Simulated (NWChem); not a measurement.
# C₄H₄ClF; SMILES CC(F)=C=CCl

Problem. Give the equilibrium geometry at B3LYP/6-31G* (spherical d) (NWChem) as an XYZ file, with the point group.

Solution. point group C1; any orientation.
```
10

C      1.2108     2.2332     0.1983
C     -0.0090     1.3996    -0.0259
F     -1.1588     2.0800     0.2158
C     -0.0572     0.1507    -0.4200
C     -0.0712    -1.0905    -0.8073
Cl    -0.0388    -2.4622     0.3088
H      2.1179     1.6552     0.0096
H      1.1985     3.1079    -0.4633
H      1.2288     2.6002     1.2316
H     -0.1055    -1.4166    -1.8419
```
